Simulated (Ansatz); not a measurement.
```yaml
crystal:
  periodic: [false, false, false]
  atoms:
    - {symbol: Ge, position_ang: [2.276152, -0.713105, 0.098756]}
    - {symbol: Ge, position_ang: [-1.476832, 0.954377, -2.097065]}
    - {symbol: Ge, position_ang: [0.800722, 1.196156, -1.040049]}
    - {symbol: Ge, position_ang: [-1.241198, -0.925659, 1.341605]}
    - {symbol: Te, position_ang: [-1.319822, 1.742834, 0.541199]}
    - {symbol: Te, position_ang: [-0.236590, -1.414398, -1.281989]}
    - {symbol: Te, position_ang: [1.197558, -0.840194, 2.437543]}
basis:
  gaussian: {orbitals: def2-TZVPD}
total_charge: -1
magnetization: {spin_polarized: true, initial_magnetization: 1}
hamiltonian: {xc: pbe0, dispersion: d4}
scf: {omitted_lower_state_checks: [starts]}
output: {orbitals: {seedname: orbitals}}
```

```sh
$ ansatz run in.yaml --threads 4 --pin off --events-out ev --progress --plain --max-ram 4787MiB
```

Does this run fit into the memory that it is given?

No. It has 393 basis functions, and Ansatz plans for 8 GiB where 5 GiB are given.
